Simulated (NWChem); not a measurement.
System: isopropylamine (C3H9N); SMILES CC(C)N

Output (shortened):

```
             Northwest Computational Chemistry Package (NWChem) 7.3.0
             --------------------------------------------------------

                             Geometry "geometry" -> ""
                             -------------------------

 Output coordinates in angstroms (scale by  1.889725989 to convert to a.u.)

  No.       Tag          Charge          X              Y              Z
 ---- ---------------- ---------- -------------- -------------- --------------
    1 C                    6.0000     0.69051500     0.11550600     1.25764600
    2 C                    6.0000    -0.02438100    -0.35569000     0.00000000
    3 C                    6.0000     0.69051500     0.11550600    -1.25764600
    4 N                    7.0000    -1.38045000     0.17434700     0.00000000
    5 H                    1.0000     1.72559800    -0.25663000     1.29263900
    6 H                    1.0000     0.70917100     1.21596000     1.29279900
    7 H                    1.0000     0.17734600    -0.24163900     2.16528700
    8 H                    1.0000    -0.00033100    -1.46911600     0.00000000
    9 H                    1.0000     0.17734600    -0.24163900    -2.16528700
   10 H                    1.0000     0.70917100     1.21596000    -1.29279900
   11 H                    1.0000     1.72559800    -0.25663000    -1.29263900
   12 H                    1.0000    -1.89085200    -0.16414900    -0.81397300
   13 H                    1.0000    -1.89085200    -0.16414900     0.81397300

 Effective nuclear repulsion energy (a.u.)     135.7122253623

                                 NWChem DFT Module
                                 -----------------

 Summary of "ao basis" -> "ao basis" (spherical)
 ------------------------------------------------------------------------------
       Tag                 Description            Shells   Functions and Types
 ---------------- ------------------------------  ------  ---------------------
 C                          def2-svp                 6       14   3s2p1d
 N                          def2-svp                 6       14   3s2p1d
 H                          def2-svp                 3        5   2s1p

 in cosmo_initialize ...

 solvent parameters
 solvname_short: unkn
 solvname_long:  unknown
 dielec:       46.7000

          ---------------
          -cosmo- solvent
          ---------------
 Cosmo: York-Karplus, doi: 10.1021/jp992097l
 dielectric constant -eps-     =  46.70
 screen = (eps-1)/(eps    )    =   0.97859
 surface charge correction     = lagrangian

   van der Waals surface
 --------------------------

 ---------- ATOMIC COORDINATES (A.U.) ------------ VDWR(ANG.) --
     1    1.30488414    0.21827469    2.37660633     2.000
     2   -0.04607341   -0.67215664    0.00000000     2.000
     3    1.30488414    0.21827469   -2.37660633     2.000
     4   -2.60867224    0.32946806    0.00000000     1.830
     5    3.26090739   -0.48496038    2.44273351     1.300
     6    1.34013887    2.29783121    2.44303587     1.300
     7    0.33513535   -0.45663150    4.09179912     1.300
     8   -0.00062550   -2.77622669    0.00000000     1.300
     9    0.33513535   -0.45663150   -4.09179912     1.300
    10    1.34013887    2.29783121   -2.44303587     1.300
    11    3.26090739   -0.48496038   -2.44273351     1.300
    12   -3.57319216   -0.31019663   -1.53818593     1.300
    13   -3.57319216   -0.31019663    1.53818593     1.300
 number of segments per atom =         32
 number of   points per atom =         32
 atom (   nspa,  nppa )
 ----------------------
    1 (     15,     0 )       0
    2 (      4,     0 )       0
    3 (     15,     0 )       0
    4 (     14,     0 )       0
    5 (     14,     0 )       0
    6 (     16,     0 )       0
    7 (     14,     0 )       0
    8 (     16,     0 )       0
    9 (     14,     0 )       0
   10 (     16,     0 )       0
   11 (     14,     0 )       0
   12 (     17,     0 )       0
   13 (     17,     0 )       0
 number of -cosmo- surface points =      186
 molecular surface =    112.306 angstrom**2
 molecular volume  =     91.710 angstrom**3
 G(cav/disp)       =      1.422 kcal/mol
 -lineq- algorithm             =   0
 -bem- low  level              =   2
 -bem- from -octahedral-
 gaussian surface charge width =   4.50000
 degree of switching           =   1.00000
 switching function tolerance  =   0.00010
 atomic radii =
 --------------
    1  6.000  2.000
    2  6.000  2.000
    3  6.000  2.000
    4  7.000  1.830
    5  1.000  1.300
    6  1.000  1.300
    7  1.000  1.300
    8  1.000  1.300
    9  1.000  1.300
   10  1.000  1.300
   11  1.000  1.300
   12  1.000  1.300
   13  1.000  1.300
 ...... end of -cosmo- initialization ......

[...]

                                   COSMO solvation results
                                   -----------------------

                 gas phase energy =      -174.314206889788
                 sol phase energy =      -174.320732698321
 (electrostatic) solvation energy =         0.006525808533 (    4.10 kcal/mol)

                       DFT Final Molecular Orbital Analysis
                       ------------------------------------

 Vector   15  Occ=2.000000D+00  E=-4.081141D-01
              MO Center=  1.6D-01,  9.0D-02, -3.0D-09, r^2= 3.0D+00
   Bfn.  Coefficient  Atom+Function         Bfn.  Coefficient  Atom+Function
  ----- ------------  ---------------      ----- ------------  ---------------
    19     -0.222519   2 C  py                5      0.217040   1 C  py
    33      0.217040   3 C  py               47      0.206468   4 N  py
    18     -0.200420   2 C  px               62      0.200459   6 H  s
    82      0.200459  10 H  s                72      0.198100   8 H  s
    50     -0.151747   4 N  py                4      0.132019   1 C  px

 Vector   16  Occ=2.000000D+00  E=-3.963667D-01
              MO Center=  2.5D-01, -8.2D-02, -6.0D-09, r^2= 3.0D+00
   Bfn.  Coefficient  Atom+Function         Bfn.  Coefficient  Atom+Function
  ----- ------------  ---------------      ----- ------------  ---------------
    20      0.354429   2 C  pz                6     -0.322175   1 C  pz
    34     -0.322175   3 C  pz               67     -0.214385   7 H  s
    77      0.214385   9 H  s                 9     -0.161942   1 C  pz
    37     -0.161942   3 C  pz               23      0.130411   2 C  pz
    68     -0.121170   7 H  s                78      0.121170   9 H  s

 Vector   17  Occ=2.000000D+00  E=-3.046354D-01
              MO Center= -1.0D+00,  1.2D-01, -6.4D-10, r^2= 1.7D+00
   Bfn.  Coefficient  Atom+Function         Bfn.  Coefficient  Atom+Function
  ----- ------------  ---------------      ----- ------------  ---------------
    47      0.502170   4 N  py               50     -0.420627   4 N  py
    45     -0.302172   4 N  s                72     -0.233088   8 H  s
    19      0.192613   2 C  py               73     -0.160897   8 H  s
    44     -0.133074   4 N  s                 3      0.097581   1 C  s
    31      0.097581   3 C  s                63     -0.097450   6 H  s

 Vector   18  Occ=0.000000D+00  E= 1.028288D-01
              MO Center= -1.0D-01, -4.3D-01,  4.7D-08, r^2= 7.2D+00
   Bfn.  Coefficient  Atom+Function         Bfn.  Coefficient  Atom+Function
  ----- ------------  ---------------      ----- ------------  ---------------
     3      1.044215   1 C  s                31      1.044215   3 C  s
    17      0.842036   2 C  s                73     -0.756496   8 H  s
    45      0.639152   4 N  s                68     -0.627341   7 H  s
    78     -0.627341   9 H  s                58     -0.621605   5 H  s
    88     -0.621605  11 H  s                93     -0.514390  12 H  s

 Vector   19  Occ=0.000000D+00  E= 1.506183D-01
              MO Center=  1.0D-01,  5.8D-01,  3.9D-08, r^2= 6.9D+00
   Bfn.  Coefficient  Atom+Function         Bfn.  Coefficient  Atom+Function
  ----- ------------  ---------------      ----- ------------  ---------------
     3      1.368568   1 C  s                31      1.368567   3 C  s
    63     -1.124871   6 H  s                83     -1.124871  10 H  s
    45     -0.796721   4 N  s                17     -0.682879   2 C  s
    73      0.667121   8 H  s                93      0.531075  12 H  s
    98      0.531075  13 H  s                58     -0.500169   5 H  s

 Vector   20  Occ=0.000000D+00  E= 1.587773D-01
              MO Center= -1.6D-01, -3.7D-02,  2.0D-08, r^2= 8.3D+00
   Bfn.  Coefficient  Atom+Function         Bfn.  Coefficient  Atom+Function
  ----- ------------  ---------------      ----- ------------  ---------------
     3      1.875776   1 C  s                31     -1.875776   3 C  s
    68     -1.117145   7 H  s                78      1.117145   9 H  s
    63     -0.752490   6 H  s                83      0.752490  10 H  s
    93      0.541502  12 H  s                98     -0.541502  13 H  s
    58     -0.473050   5 H  s                88      0.473050  11 H  s

     Multipole analysis of the density
     ---------------------------------

     L   x y z        total         alpha         beta         nuclear
     -   - - -        -----         -----         ----         -------
     0   0 0 0     -0.000000    -17.000000    -17.000000     34.000000

     1   1 0 0     -0.130626      0.011279      0.011279     -0.153183
     1   0 1 0     -0.673981     -0.441236     -0.441236      0.208492
     1   0 0 1     -0.000000     -0.000000     -0.000000      0.000000

     2   2 0 0    -18.699873    -68.700246    -68.700246    118.700619
     2   1 1 0      1.753194     -0.371317     -0.371317      2.495828
     2   1 0 1      0.000000      0.000000      0.000000     -0.000000
     2   0 2 0    -21.368002    -22.378836    -22.378836     23.389671
     2   0 1 1      0.000000      0.000000      0.000000      0.000000
     2   0 0 2    -19.377543    -74.622525    -74.622525    129.867506
```

Level: M05-2X/def2-SVP, COSMO on the gas-phase geometry. Structure relaxed at the PBE0/def2-SVP level. COSMO prints the solvation energy as gas minus solution, so a positive value is a stabilisation.

Write an input that gives this output.

This is not unique; one that fits is the input that was run:
```
start job
memory heap 200 mb stack 900 mb global 1100 mb
geometry units angstroms noautosym nocenter noautoz
  C      0.690515     0.115506     1.257646
  C     -0.024381    -0.355690     0.000000
  C      0.690515     0.115506    -1.257646
  N     -1.380450     0.174347     0.000000
  H      1.725598    -0.256630     1.292639
  H      0.709171     1.215960     1.292799
  H      0.177346    -0.241639     2.165287
  H     -0.000331    -1.469116     0.000000
  H      0.177346    -0.241639    -2.165287
  H      0.709171     1.215960    -1.292799
  H      1.725598    -0.256630    -1.292639
  H     -1.890852    -0.164149    -0.813973
  H     -1.890852    -0.164149     0.813973
end
basis spherical
  C library def2-svp
  N library def2-svp
  H library def2-svp
end
dft
  xc m05-2x
  iterations 150
end
cosmo
  dielec 46.7
end
task dft energy
```
